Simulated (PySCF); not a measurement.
# Computed properties of BClH3NO, SMILES NB(Cl)O

BClH₃NO, SMILES NB(O)Cl. Geometry optimised at B3LYP-D3(BJ)/def2-SVP. The values are those of a single conformer. All values are computed for the isolated molecule unless a solvent is named; none is compared with measurement here.

**Structure.** The optimised structure has Cs symmetry. All 15 harmonic modes at B3LYP-D3(BJ)/def2-SVP (PySCF) are real, so it is a minimum. With heavy atoms numbered as in [B:1]([Cl:2])([OH:3])[NH2:5], the shortest bond between them is B1–O3 at 1.361 Å and the longest B1–Cl2 at 1.804 Å.

**Vibrations.** The strongest infrared lines (harmonic, unscaled, degenerate partners summed) lie at 1251 cm⁻¹ (423 km/mol, B 57 %, O 17 %, H 17 %), 1598 cm⁻¹ (290 km/mol, H 53 %, N 23 %, B 22 %), 427 cm⁻¹ (200 km/mol, H 92 %). The softest mode is at 322 cm⁻¹ and the zero-point energy is 29.6 kcal/mol.

**Electronic structure.** CAM-B3LYP/def2-TZVPD (PySCF) places the frontier levels at -9.60 and 0.29 eV, a gap of 9.89 eV, and gives a dipole moment of 1.17 D and a mean polarisability of 42.1 bohr³.

**Excitations.** TDDFT-ωB97X/def2-SVPD (PySCF) has S1 at 7.56 eV (164 nm, f = 0.014, weak); the most intense of the 10 singlets computed lies at 8.81 eV (f = 0.31). T1 (TDA) is at 7.39 eV. No vertical singlet excitation falls in the visible range (under 3.1 eV).

**NMR.** GIAO shifts at HF/pcSseg-1 (PySCF) (non-relativistic, atoms alike by connectivity averaged): ¹H from 3.1 to 4.0 ppm against TMS; ¹¹B at 16.8 ppm against BF3. Without spin–orbit terms, shifts of atoms bonded to Cl or Br come out too high.
